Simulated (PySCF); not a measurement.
## Manganese: a sound run and one with changed settings

Sound run: Mn⁺ [Ar] 3d5 4s1, Mn²⁺ [Ar] 3d5. All numbers are calculated (PySCF 2.14, the spin-free X2C one-electron Hamiltonian (Gaussian nucleus), in x2c-SVPall (5s3p3d1f, 36 functions)). In the sound run the correlated levels freeze [Ar]. The sound run starts from symmetry-adapted Hartree-Fock orbitals and uses a fine grid where one is needed.

Changed run: no relativity, point nucleus. This setting is unsound on purpose.

```json
{"species": "Mn⁺", "method": "UHF", "sound run (hartree)": "-1156.96928", "changed run (hartree)": "-1147.42059", "converged": "yes"}
{"species": "Mn⁺", "method": "LDA", "sound run (hartree)": "-1155.63026", "changed run (hartree)": "-1146.08280", "converged": "yes"}
{"species": "Mn⁺", "method": "PBE0", "sound run (hartree)": "-1157.87177", "changed run (hartree)": "-1148.32350", "converged": "yes"}
{"species": "Mn⁺", "method": "MP2", "sound run (hartree)": "-1157.01870", "changed run (hartree)": "-1147.46999", "converged": "yes"}
{"species": "Mn²⁺", "method": "UHF", "sound run (hartree)": "-1156.42540", "changed run (hartree)": "-1146.88442", "converged": "yes"}
{"species": "Mn²⁺", "method": "LDA", "sound run (hartree)": "-1155.03105", "changed run (hartree)": "-1145.49232", "converged": "yes"}
{"species": "Mn²⁺", "method": "PBE0", "sound run (hartree)": "-1157.29083", "changed run (hartree)": "-1147.75079", "converged": "yes"}
{"species": "Mn²⁺", "method": "MP2", "sound run (hartree)": "-1156.46754", "changed run (hartree)": "-1146.92653", "converged": "yes"}
```

Ionisation energy of Mn⁺:

```tsv
method	sound run (eV)	changed run (eV)
UHF	14.800	14.590
LDA	16.305	16.068
PBE0	15.808	15.584
MP2	14.998	14.788
SCS-MP2	14.866	14.656
```

Most of the change in total energy is the relativistic energy itself. On top of that the contraction fixes the core shape for the Hamiltonian it was made with, so the changed run is not a good calculation with the other Hamiltonian either.

For comparison, NIST gives 15.640 eV between the lowest levels.
